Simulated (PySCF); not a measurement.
A geometry optimisation, step by step.

C₂H₉BSSi₂.
Bonds: C1–C2 (double), C2–B3, B3–Si4, B3–S5, S5–Si6. Hydrogens: H7, H8 on C1; H9 on C2; H10, H11, H12 on Si4; H13, H14, H15 on Si6.

Method: PySCF 2.14.0, PBE0-D3(BJ)/def2-SVP geometry optimisation, gas phase; density fitting, grid level 1; the optimiser is geomeTRIC in internal coordinates, started from a GFN2-xTB structure. The frame can shift and turn from step to step; on so coarse a grid that alone can change the energy by a few meV, and forces under 0.02 eV/Å are noise.

Step 0: E = -29463.5681 eV, largest atomic force 0.910 eV/Å
```
atom  x, y, z in Å  |  force x, y, z in eV/Å
C1     -2.507   -1.606    0.109    0.064  -0.058   0.034
C2     -1.990   -0.409   -0.166    0.222   0.362  -0.074
B3     -0.486   -0.020   -0.077   -0.192  -0.557   0.129
Si4     0.048    1.836   -0.470    0.250   0.454  -0.146
S5      0.647   -1.316    0.425   -0.089  -0.319   0.102
Si6     2.657   -0.532    0.464   -0.880  -0.172  -0.154
H7     -3.562   -1.821    0.035   -0.572  -0.067  -0.059
H8     -1.877   -2.423    0.426    0.369  -0.512   0.192
H9     -2.688    0.364   -0.479   -0.243   0.281  -0.115
H10     1.296    1.963   -1.247    0.453  -0.092  -0.234
H11    -0.965    2.579   -1.232   -0.481   0.182  -0.291
H12     0.279    2.626    0.753    0.064   0.165   0.516
H13     3.377   -1.606    1.130    0.507  -0.387   0.304
H14     3.099   -0.341   -0.911    0.367   0.135  -0.549
H15     2.666    0.713    1.219    0.161   0.583   0.345
```

Step 1: E = -29463.6998 eV, largest atomic force 0.075 eV/Å
```
atom  x, y, z in Å  |  force x, y, z in eV/Å
C1     -2.544   -1.758   -0.072   -0.035  -0.058   0.014
C2     -2.026   -0.550   -0.353   -0.040   0.032  -0.012
B3     -0.514   -0.185   -0.266    0.006   0.062  -0.023
Si4     0.075    1.713   -0.677    0.001  -0.048   0.039
S5      0.611   -1.499    0.244    0.065  -0.021   0.007
Si6     2.599   -0.649    0.234    0.040  -0.057   0.029
H7     -3.617   -1.967   -0.148    0.042   0.010   0.004
H8     -1.908   -2.592    0.249   -0.016   0.024  -0.011
H9     -2.730    0.231   -0.669    0.016  -0.005   0.003
H10     1.361    1.766   -1.449   -0.046   0.021   0.020
H11    -0.983    2.437   -1.455    0.046   0.008   0.011
H12     0.299    2.457    0.610   -0.004  -0.001  -0.058
H13     3.443   -1.675    0.911    0.003   0.008   0.001
H14     3.103   -0.434   -1.153   -0.037   0.008  -0.009
H15     2.650    0.628    1.002   -0.041   0.015  -0.014
```

Step 2: E = -29463.7021 eV, largest atomic force 0.031 eV/Å
```
atom  x, y, z in Å  |  force x, y, z in eV/Å
C1     -2.548   -1.759   -0.073    0.006  -0.004   0.001
C2     -2.025   -0.553   -0.352   -0.002   0.004  -0.001
B3     -0.511   -0.192   -0.262   -0.006   0.014  -0.004
Si4     0.084    1.703   -0.668   -0.006  -0.026   0.015
S5      0.614   -1.508    0.252   -0.008  -0.022  -0.001
Si6     2.595   -0.645    0.230    0.024  -0.012   0.011
H7     -3.622   -1.963   -0.151    0.000   0.002   0.000
H8     -1.917   -2.596    0.246    0.003   0.003   0.000
H9     -2.724    0.232   -0.668    0.004   0.003   0.002
H10     1.370    1.758   -1.435   -0.003   0.011  -0.007
H11    -0.961    2.435   -1.452    0.005   0.009  -0.006
H12     0.306    2.452    0.613    0.000   0.010  -0.005
H13     3.456   -1.651    0.915    0.001   0.008  -0.001
H14     3.080   -0.437   -1.164   -0.007  -0.001  -0.001
H15     2.621    0.644    0.979   -0.010   0.001  -0.004
```

Step 3: E = -29463.7025 eV, largest atomic force 0.029 eV/Å
```
atom  x, y, z in Å  |  force x, y, z in eV/Å
C1     -2.544   -1.757   -0.073   -0.019   0.008  -0.005
C2     -2.025   -0.549   -0.352    0.018  -0.021   0.007
B3     -0.510   -0.194   -0.262    0.011   0.020   0.003
Si4     0.084    1.702   -0.668    0.007  -0.007   0.002
S5      0.612   -1.513    0.251   -0.015  -0.008  -0.005
Si6     2.593   -0.650    0.231    0.000   0.008  -0.001
H7     -3.617   -1.964   -0.148   -0.006  -0.003   0.000
H8     -1.908   -2.593    0.242    0.001   0.000   0.001
H9     -2.724    0.237   -0.664   -0.001  -0.004   0.003
H10     1.368    1.762   -1.438    0.005   0.003  -0.006
H11    -0.960    2.437   -1.451   -0.005  -0.001  -0.004
H12     0.308    2.454    0.611   -0.001   0.004   0.004
H13     3.458   -1.648    0.922    0.000   0.003   0.001
H14     3.076   -0.445   -1.164    0.003  -0.002   0.000
H15     2.608    0.644    0.972    0.001   0.000   0.000
```

Question: Summarise the path.

Answer: The energy falls by 3.10 kcal/mol from step 0 to step 3; nine tenths of that is first reached at step 1. It falls at every step. The largest force goes from 0.910 to 0.029 eV/Å. Among the bonds B3–Si4 changes most, from 1.972 to 2.028 Å; the atoms move by 0.066 Å rms after alignment.

What follows is the cost of the whole optimisation. On an Arm Neoverse V1 with one thread, shared host with 32 logical CPUs at a one-minute load of 19, this took 25 s wall and 0.63 GiB of memory at its peak.
